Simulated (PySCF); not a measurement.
AlOF, SMILES [O]=[Al][F]. Atoms are numbered in the order given.

```xyz
3

Al     0.0000     0.0000    -0.0650
O      0.0000     0.0000    -1.6623
F      0.0000     0.0000     1.5715
```
Charge 0, spin multiplicity 1.

Geometry: B3LYP-D3(BJ)/def2-TZVP.

Method: PySCF with PBE/def2-TZVPD.

ESP charges are fitted to the potential on shells at 1.4 to 2.0 van der Waals radii. Atomic charges (e):

```tsv
atom	ESP fit	IAO
Al1	1.08	1.31
O2	-0.74	-0.78
F3	-0.34	-0.53
```
